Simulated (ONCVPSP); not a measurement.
gold: excitation energies, all-electron against ONCV

- Element: gold
- Generator: ONCVPSP 4.0.1
- Type: optimised norm-conserving Vanderbilt (ONCV)
- Functional: PBEsol
- Relativity: scalar-relativistic
- Frozen core: [Kr] 4d10 4f14
- Valence charge: 19
- Reference configuration: 5s2 5p6 5d10 6s1
- Partial waves: 5s+6s: rc 1.70 bohr, ncon 3, nbas 6, qcut 8.3 1/bohr, 2 projectors; 5p: rc 1.10 bohr, ncon 4, nbas 7, qcut 7.6 1/bohr, 2 projectors, debl 0.5 Ha; 5d: rc 1.70 bohr, ncon 4, nbas 7, qcut 10 1/bohr, 2 projectors, debl 3.8 Ha
- Local potential: polynomial inside 1.00 bohr (lpopt 5, dvloc0 6 Ha)
- Core correction: none

In the p channel the program set the typed energies aside and used -2.198, 0.250 Ha.

Energies are relative to the spin-unpolarised reference configuration 5s2 5p6 5d10 6s1; without spin polarisation the order of configurations can differ from experiment.

| valence configuration | charge | ΔE all-electron (eV) | error AE − PS (meV) |
| --- | --- | --- | --- |
| 5s2 5p6 5d9 6s0 | +2 | 30.678 | -7.6 |
| 5s2 5p6 5d8 6s0 | +3 | 64.586 | -19 |
| 5s2 5p6 5d7 6s0 | +4 | 112.327 | -45 |

(1) What are ΔE and the potential's error for 5s2 5p6 5d10 6s0?

Levels in the configuration 5s2 5p6 5d10 6s0:

```tsv
level	all-electron (eV)	pseudo (eV)
5s	-116.949	-116.975
5p	-68.369	-68.378
5d	-15.357	-15.356
```

Results:

(1) ΔE = 9.440 eV all-electron; the error (AE − PS) is -4.7 meV.
